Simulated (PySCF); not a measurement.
# Gas-phase XPS of Ti(vinyl)4, computed

Compound: Ti(vinyl)4, C₈H₁₂Ti (singlet state).
Geometry (PBE0-D3(BJ)/def2-SVP, Å), atoms numbered from 1 in this order:
```xyz
21
C8H12Ti angstrom
Ti    -0.0178   -0.0015   -0.0124
C     -0.0062    0.2754    2.0144
C      0.4904   -0.8565    2.5326
H     -0.3819    1.0670    2.6748
H      0.8709   -1.6657    1.8870
H      0.5590   -1.0686    3.6098
C      1.8971   -0.3174   -0.6547
C      2.5381    0.8284   -0.3869
H      2.4071   -1.1294   -1.1873
H      2.0378    1.6514    0.1518
H      3.5805    1.0424   -0.6650
C     -0.7930    1.6520   -0.9262
C     -1.9971    1.7894   -0.3548
H     -0.4241    2.4033   -1.6349
H     -2.3825    1.0394    0.3581
H     -2.6873    2.6261   -0.5371
C     -1.1769   -1.6234   -0.4415
C     -1.0340   -1.7518   -1.7676
H     -1.7455   -2.3618    0.1361
H     -0.4664   -1.0108   -2.3578
H     -1.4550   -2.5718   -2.3679
```

Computed with PySCF, delta-SCF UKS SCAN, pcX-2 on the ionised atom (unc-x2c-TZVPall on a metal), pcseg-1 elsewhere, spin-free X2C. These are vertical core ionisation energies against the vacuum level, from separate self-consistent calculations with and without the core hole.

**Question.** List the computed XPS lines with their assignment.

**Answer.** 
| atom(s) | environment | level | binding energy (eV) | above the level's lowest (eV) | count |
| --- | --- | --- | --- | --- | --- |
| C2/C7/C12/C17 | carbon bonded to C, Ti and H | C 1s | 289.01 | 0.00 | 4 |
| C3/C8/C13/C18 | carbon bonded to C and 2 H | C 1s | 290.03 | +1.02 | 4 |

Lowest listed C 1s: C2/C7/C12/C17, bonded to C, H and Ti. Highest, 1.02 eV above it: C3/C8/C13/C18, bonded to C and 2 H.

**Question.** Which photon energy gives electrons from C 1s of C3/C8/C13/C18 a kinetic energy of 50 eV, and what is their de Broglie wavelength?

**Answer.** hν = 290.03 + 50 = 340.03 eV, recoil neglected; λ = 12.264 Å/√(E/eV) = 1.73 Å.

One atom of each set of topologically equivalent atoms was ionised and stands for the set; in this conformer not all members are related by symmetry, and their own values weren't computed. Not every level is listed. No level of titanium is listed. Isolated species at its PBE0-D3(BJ)/def2-SVP geometry, gas phase. Metal 2p energies of this one-determinant scheme are less reliable than its 1s energies.
